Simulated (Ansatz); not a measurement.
Geometry optimisation, Ansatz, UKS B3LYP/6-31G*.

Input:

```yaml
crystal:
  periodic: [false, false, false]
  atoms:
    - { symbol: Si, position_ang: [-0.5674, 0.3213, 1.9037] }
    - { symbol: C, position_ang: [0.1716, 0.2804, 0.1925] }
    - { symbol: "N", position_ang: [-0.442, -0.8152, -0.5834] }
    - { symbol: C, position_ang: [-0.0173, -1.0304, -1.7976] }
    - { symbol: S, position_ang: [1.053, -0.1687, -2.7963] }
    - { symbol: H, position_ang: [-0.0129, 1.5028, 2.6606] }
    - { symbol: H, position_ang: [-2.052, 0.6232, 1.8009] }
    - { symbol: H, position_ang: [-0.3434, -0.8684, 2.655] }
    - { symbol: H, position_ang: [1.2558, 0.1471, 0.367] }
    - { symbol: H, position_ang: [0.0077, 1.243, -0.2854] }
    - { symbol: H, position_ang: [-0.5974, -1.8838, -2.2819] }
    - { symbol: H, position_ang: [1.6214, 0.5936, -1.8012] }
magnetization:
  spin_polarized: true
basis:
  gaussian: { orbitals: "6-31G*" }
hamiltonian:
  xc: b3lyp
relax:
  f_tol: 0.02
  max_steps: 50
```

Launched with:

```bash
$ ansatz run input.yaml --threads 2 --pin off --max-ram 3072MiB --backend cpu --events-out ev --progress --plain --runs-dir out
```

Where does it end, and by what steps?

It converged. After 7 steps the energy has fallen by 0.344 eV; H12 moved furthest, 0.15 Å.

| step | energy less start (eV) | largest force component (eV/Å) | accepted |
| --- | --- | --- | --- |
| 0 | 0.0000 | 3.321 | yes |
| 1 | -0.2155 | 1.896 | yes |
| 2 | -0.3035 | 1.044 | yes |
| 3 | -0.1301 | 3.752 | no |
| 4 | -0.3379 | 0.264 | yes |
| 5 | -0.3414 | 0.209 | yes |
| 6 | -0.3431 | 0.088 | yes |
| 7 | -0.3437 | 0.018 | yes |

```xyz
12
Properties=species:S:1:pos:R:3
Si -0.616 0.364 1.937
C 0.188 0.296 0.213
N -0.423 -0.792 -0.551
C -0.081 -1.041 -1.744
S 1.133 -0.258 -2.815
H -0.011 1.477 2.725
H -2.076 0.603 1.807
H -0.384 -0.915 2.656
H 1.276 0.145 0.316
H 0.056 1.264 -0.299
H -0.567 -1.860 -2.276
H 1.581 0.660 -1.935
```

Whether the end is a true minimum wasn't checked by a vibrational analysis.

Time of the run: 45 s on 2 threads of Arm Neoverse V1, on a shared host, peak memory 0.3 GiB.
